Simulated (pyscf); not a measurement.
H₃C–SnH₂• -> •H₂C–SnH₃ (hydrogen shift; doublet surface; C–H broken, H–Sn formed). Single points on ωB97X-D3(BJ)/def2-SVP structures (PySCF, gas phase). Correlated levels are frozen-core, on RHF or UHF. ΔMP2 is the change of the MP2 total energy from the triple- to the quadruple-zeta basis. Energies in kJ/mol from the reactant's lowest minimum found.

| level | barrier | reaction energy |
|---|---|---|
| ωB97X-D3(BJ)/def2-TZVP | 272.1 | +117.0 |
| r²SCAN/def2-TZVP | 251.9 | +117.7 |
| B3LYP-D3(BJ)/def2-TZVP | 263.4 | +123.8 |
| M06-2X/def2-TZVP | 285.3 | +143.2 |
| ωB97M-D3(BJ)/def2-TZVP | ___ | +128.0 |
| CCSD/def2-TZVPP | 273.2 | +116.0 |
| CCSD(T)/def2-TZVPP + ΔMP2(QZVPP) | ___ | ___ |

Complete the blanks.


- ωB97M-D3(BJ)/def2-TZVP, barrier: 275.1
- CCSD(T)/def2-TZVPP + ΔMP2(QZVPP), barrier: 264.3
- CCSD(T)/def2-TZVPP + ΔMP2(QZVPP), reaction energy: +120.2

This is the saddle that the search found; another between the same sides may lie lower. The CCSD(T) − MP2 part came from Ansatz, without density fitting, on the same reference. A UHF reference is spin-contaminated (<S²> up to 0.88), which harms MP2 most. The frozen core leaves the outer d or s,p core shells of the metals and heavy elements correlated in the MP2 and CC values, and def2-TZVPP describes them poorly, which can shift differences by a few kcal/mol. Elements past Kr carry the def2 core potentials, without spin-orbit coupling.
